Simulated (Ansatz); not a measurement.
```yaml
crystal:
  periodic: [false, false, false]
  atoms:
    - {symbol: B, position_ang: [-0.934143, 0.979376, 0.899934]}
    - {symbol: B, position_ang: [0.015251, 0.311679, -0.127508]}
    - {symbol: Ga, position_ang: [-0.396597, -0.520152, 2.305688]}
    - {symbol: O, position_ang: [0.852981, -0.332303, -0.875609]}
    - {symbol: C, position_ang: [0.955401, -0.215134, -2.296452]}
    - {symbol: H, position_ang: [-0.763295, 2.078724, 1.335819]}
    - {symbol: H, position_ang: [-2.042041, 0.467085, 0.922701]}
    - {symbol: H, position_ang: [-0.328512, -2.060477, 1.946834]}
    - {symbol: H, position_ang: [-0.329797, -0.122751, 3.829178]}
    - {symbol: H, position_ang: [1.971756, 0.095171, -2.534621]}
    - {symbol: H, position_ang: [0.239926, 0.514193, -2.677648]}
    - {symbol: H, position_ang: [0.759080, -1.195431, -2.728315]}
basis:
  gaussian: {orbitals: "6-311G**", fitting: {mean_field: cc-pVTZ-jkfit}}
hamiltonian: {xc: {name: rPW86-PBE}, dispersion: d3bjatm}
output: {forces: true}
```

```sh
$ ansatz run in.yaml --threads 4 --pin off --events-out ev --progress --plain --max-ram 10444MiB
```

It prints (some lines left out):

```
Error: <dir> can't be read: No such file or directory (os error 2)
```
